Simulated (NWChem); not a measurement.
# SiHCl2F; SMILES F[SiH](Cl)Cl

```xyz
5

Si     0.3862     0.4128     0.0000
F      1.7874    -0.3769     0.0000
Cl    -0.6476    -0.1328     1.6691
Cl    -0.6476    -0.1328    -1.6691
H      0.6500     1.8625     0.0000
```
Atoms are numbered in this order, from 1.

Program: NWChem. Geometry optimised at PBE0/def2-SVP; all other runs use it. 

```csv
quantity,level,value
−ε(HOMO) (eV),PBE/def2-SVP,8.00
cavity-dispersion-structure term (kcal/mol) in water,"PBE0/def2-SVP, SMD",…
"anisotropy (bohr³), static",CAM-B3LYP/def2-SVPD,14.0
"vertical, lowest state with f > 0.02, singlet (eV)","CAM-B3LYP/def2-SVPD, TDA",…
dipole (D),PBE0/def2-SVP,…
highest harmonic frequency (cm⁻¹),PBE0/def2-SVP,2342
```

Problem. Fill in the missing entries.

Solution. 
- cavity-dispersion-structure term (kcal/mol) in water, value: 2.1
- vertical, lowest state with f > 0.02, singlet (eV), value: 8.32
- dipole (D), value: 1.20
